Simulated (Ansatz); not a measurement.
`C=C(O)S[SiH3]` + `[AlH3]` → `C=[C](O)[AlH2]` + `[SiH3]S`  (formal exchange of groups at a C–S bond)

Calculated with Ansatz (gas phase, PBE0-D4/def2-TZVP geometries, no zero-point term in ΔE). CCSD(T)/CBS is the MP2 limit (def2-TZVPP, def2-QZVPP) plus CCSD(T) − MP2 in def2-TZVPP, frozen cores. This one scheme is used for every species. DFT in def2-TZVPP. Each species was taken in one conformer, which may not be the lowest.

```
         species  PBE-D4 energy (Eh)
 `C=C(O)S[SiH3]`          -842.30985
        `[AlH3]`          -244.05211
`C=[C](O)[AlH2]`          -396.57661
       `[SiH3]S`          -689.79963
```

(1) Work out ΔE.

Largest T1 diagnostic among the species: 0.013.

## Answers

(1) ΔE = (-396.57661) + (-689.79963) − (-842.30985) − (-244.05211) = -0.01428 Eh = -37.5 kJ/mol. CCSD(T)/CBS gives -42.9 kJ/mol.

Leaving LDA and LC-ωPBE aside and taking each functional with its dispersion term where it has one, the values, not all of them listed here, spread over 14.3 kJ/mol, from B2PLYP to revPBE-D4. LDA lies +8.4 kJ/mol from PBE without D4. The D4 term adds +8.8 kJ/mol with B3LYP and +4.9 kJ/mol with PBE0; it sums over pairs of atoms, weighted by their polarisabilities, and B3LYP, whose exchange is more repulsive, gets the larger term. In def2-TZVPP, CCSD(T) changes the Hartree–Fock value by +8.0 kJ/mol (the triples alone add +2.9 kJ/mol) and MP2 by +13.4 kJ/mol.

B3LYP here is the variant with VWN-RPA as its local correlation; programs differ in this.
